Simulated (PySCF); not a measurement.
# Frontier levels across methods

Compound: CH3F4NSi.
Geometry (PBE0-D3(BJ)/def2-SVP, Å), atoms numbered from 1 in this order:
```
atom  x, y, z in Å
N1    -1.119    1.132   -0.300
Si2   -0.526   -0.455   -0.335
F3    -1.300   -1.511    0.629
C4     1.253   -0.374    0.389
F5     1.730   -1.571    0.744
F6     1.283    0.410    1.486
F7     2.114    0.153   -0.494
H8    -1.861    1.459   -0.905
H9    -0.976    1.736    0.502
H10   -0.549   -1.004   -1.708
```

Basis pcSseg-1 throughout (PySCF), one geometry. One conformer (not necessarily the lowest) at the PBE0-D3(BJ)/def2-SVP geometry, without solvent, vibrations or thermal averaging.

**Question.** How do the orbital energies, the gap and the dipole change with the method?

**Answer.** 
```
method           kind  HOMO (eV)  LUMO (eV)  gap (eV)  μ (D)  SCF cycles
  BLYP            GGA      -6.87      -0.29      6.59   3.08          14
 B97-D            GGA      -7.03      -0.21      6.82   3.09          14
   KT3            GGA      -7.12      -0.49      6.62   3.05          15
  BP86            GGA      -7.15      -0.32      6.82   3.09          14
 B97-2  global hybrid      -8.32       0.54      8.85   3.21          14
  PBE0  global hybrid      -8.61       0.54      9.15   3.23          12
    HF   Hartree–Fock     -12.41       3.65     16.06   3.53          10
```

The HOMO spans 5.54 eV, from BLYP down to HF, and the gap runs from 6.59 eV (BLYP) to 16.06 eV (HF). Over the methods BLYP (0 %), B97-D (0 %), KT3 (0 %), BP86 (0 %), B97-2 (21 %), PBE0 (25 %), HF (100 %), a straight line through the gap against the share of exact exchange rises by 0.94 eV for each 10 % (correlation coefficient 0.999). The dipole ranges from 3.05 D (KT3) to 3.53 D (HF). This basis has no diffuse functions.
